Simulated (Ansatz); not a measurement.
```xyz
12

C     1.2079    0.0000    0.0000
C     0.3733    1.1488    0.0000
C    -0.9772    0.7100    0.0000
C    -0.9772   -0.7100    0.0000
C     0.3733   -1.1488    0.0000
C     2.6179    0.0000    0.0000
H     3.1679    0.9300    0.0000
H     3.1679   -0.9300    0.0000
H     0.7086    2.1807    0.0000
H    -1.8550    1.3478    0.0000
H    -1.8550   -1.3478    0.0000
H     0.7086   -2.1807    0.0000
```

Basis set: def2-TZVP (spherical functions). Charge 0, multiplicity 3.

Computed with Ansatz (development build ahead of 0.2.0); each method stands on the lowest determinant of its kind that the runs found. Restricted functionals stand beside restricted open-shell atoms, which can lie above the unrestricted atoms usual in DFT and then raise those values.

The atomization energy at this shape (free ground-state atoms in the same class of orbitals less the molecule, no zero-point energy) of triplet C6H6:

```json
{"method": "PBE0 (unrestricted)", "atomization energy": "56.89 eV"}
{"method": "PBE0 (restricted open-shell)", "atomization energy": "57.04 eV"}
{"method": "UHF", "atomization energy": "42.04 eV"}
{"method": "ROHF", "atomization energy": "42.08 eV"}
```

**Question.** What does ωB97X (restricted open-shell) give?

**Answer.** 56.20 eV. Caution: another spin multiplicity may lie lower. Caution for UHF: the unrestricted determinant is spin contaminated. Caution for ROHF: an unrestricted determinant lies well below.

The shape needn't be a minimum at these levels.
